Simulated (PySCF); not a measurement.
Core-level binding energies of (H2Al-mu-PH2)2

(H2Al-mu-PH2)2.
Cartesian coordinates in Å at the PBE0-D3(BJ)/def2-SVP level; atoms count from 1:
```
atom  x, y, z in Å
Al1   -1.6796   -0.1826   -0.6599
H2    -2.6250    1.0872   -0.4954
H3    -2.0872   -1.5591   -1.3444
P4    -0.5023   -0.5818    1.4556
Al5    1.6960    0.1801    0.6708
H6     2.6587   -1.0776    0.5182
H7     2.0816    1.5647    1.3521
P8     0.5218    0.5590   -1.4506
H9    -1.0319    0.1079    2.5736
H10   -0.5334   -1.9141    1.9349
H11    0.5656    1.8840   -1.9480
H12    1.0512   -0.1505   -2.5558
```

Theory: delta-SCF UKS SCAN, pcX-2 on the ionised atom, pcseg-1 elsewhere, spin-free X2C in PySCF. Each binding energy is the total energy of the core-ionised species, with the hole localised on one atom, minus that of the ground state; both are solved self-consistently, so orbital relaxation is included.

Problem. What binding energy does each computed site have?

Solution. 
| atom(s) | environment | level | binding energy (eV) | 2p1/2 (eV) | count |
| --- | --- | --- | --- | --- | --- |
| Al1/Al5 | aluminium bonded to 2 P and 2 H | Al 1s | 1566.06 | – | 2 |
| P4/P8 | phosphorus bonded to 2 Al and 2 H | P 2p3/2 | 136.53 | 137.42 | 2 |
| P4/P8 | phosphorus bonded to 2 Al and 2 H | P 1s | 2149.97 | – | 2 |

Problem. Express the binding energy of P 1s of P4/P8 in atomic units and per mole.

Solution. 2149.97 eV = 79.0099 Eh = 207441 kJ/mol.

Problem. Which effective nuclear charge Zeff reproduces each element's mean 1s value in the hydrogen-like formula E = 13.606 eV × Zeff²?

Solution. Al (Z = 13): mean 1566.1 eV, Zeff = 10.73, Z − Zeff = 2.27; P (Z = 15): mean 2150.0 eV, Zeff = 12.57, Z − Zeff = 2.43. Means run over the listed sites, weighted by atom count.

Atoms equivalent by their bonding share one computed value, that of the first of them. 2p3/2 and 2p1/2 are the ΔSCF energy of one spin-free 2p hole plus the eigenvalues of a spin–orbit and ligand-field matrix of the shell. 2p1/2 minus 2p3/2 (ligand field included): P 0.89 eV. One conformer (not necessarily the lowest) at the PBE0-D3(BJ)/def2-SVP geometry, without solvent, vibrations or thermal averaging.
